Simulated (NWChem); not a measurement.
Species: C₄H₆Si; SMILES C#C/C=C/[SiH3]

Program: NWChem. Geometry: optimised at PBE0/def2-SVP.

For level PBE/def2-SVP:

* **highest occupied level (eV)**: -6.17

Q: How do the values read with level BLYP/def2-SVP instead?

A: highest occupied level (eV): -5.94
